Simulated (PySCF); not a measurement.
A structure optimised at PBE0-D3(BJ)/def2-SVP (Å):
```
atom  x, y, z in Å
B1     1.6711   -0.2666    0.6612
C2     0.7228   -0.1103   -0.5023
Si3   -0.6547   -1.0868    0.5252
C4    -0.6188    0.5030   -0.3826
C5    -1.2538    1.5724   -0.8509
H6     1.4328    0.2703    1.7217
H7     2.6615   -0.9484    0.5346
H8     0.9708   -0.5774   -1.4678
H9    -1.1770   -2.2935   -0.1613
H10   -0.6662   -1.1566    2.0036
H11   -2.3073    1.7538   -0.6222
H12   -0.7379    2.3128   -1.4731
```

Charge 0, singlet.

**Question.** Read off the bonds between heavy atoms and their formal orders.

**Answer.** B1–C2 1.51 Å (single); C2–Si3 1.98 Å (single); Si3–C4 1.83 Å (single); C4–C5 1.33 Å (double); C2–C4 1.48 Å (single). Bonds to hydrogen (Å): B1–H6 1.21; B1–H7 1.21; C2–H8 1.10; Si3–H9 1.48; Si3–H10 1.48; C5–H11 1.09; C5–H12 1.10.

**Question.** Give the structure as a SMILES string.

**Answer.** `B[C@H]1[SiH2]C1=C`, C3H7BSi. Among its features: C=C double bond, Si–H bond, C–Si bond and three-coordinate boron.

**Question.** What is the point group of this geometry?

**Answer.** C1 (no symmetry element, even within 0.4 Å).

**Question.** Which rings does it hold?

**Answer.** C2–Si3–C4 (3 members).

**Question.** Describe the place of each heavy atom.

**Answer.** B1: three-coordinate boron; C2: sp3 carbon bound to silicon; Si3: SiH2 silicon; C4: fully substituted alkene carbon; C5: terminal =CH2 carbon.

**Question.** What is the arrangement about Si3?

**Answer.** It has 4 neighbours (C2, C4, H9, H10) and has angles from 45.5° to 123.2°.

**Question.** What is the arrangement about C5?

**Answer.** It has 3 neighbours (C4, H11, H12) and is planar (angles 121.3°, 121.2° and 117.4°, sum 360.0°, 0.00 Å off the plane of its three neighbours).

These are computed values.
